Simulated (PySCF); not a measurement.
A calculated (UHF, PySCF 2.14, aug-cc-pVDZ, the non-relativistic Hamiltonian (point nucleus)) atom or ion has these occupied shells.

```tsv
shell	electrons	orbital energy (eV)	rms radius, mean of both spins (bohr)
1s α	1	-6003.8	0.0743
1s β	1	-6003.8	0.0743
2s α	1	-721.33	0.319
2s β	1	-718.60	0.319
2p α	3	-610.63	0.288
2p β	3	-607.89	0.288
3s α	1	-101.25	0.982
3s β	1	-91.824	0.982
3p α	3	-68.928	1.06
3p β	3	-57.297	1.06
3d α	5	-17.581	1.51
```

**Question.** Name the element and its charge.

**Answer.** Cr⁺ (chromium, charge +1), in [Ar] 3d5, high-spin 6S determinant.
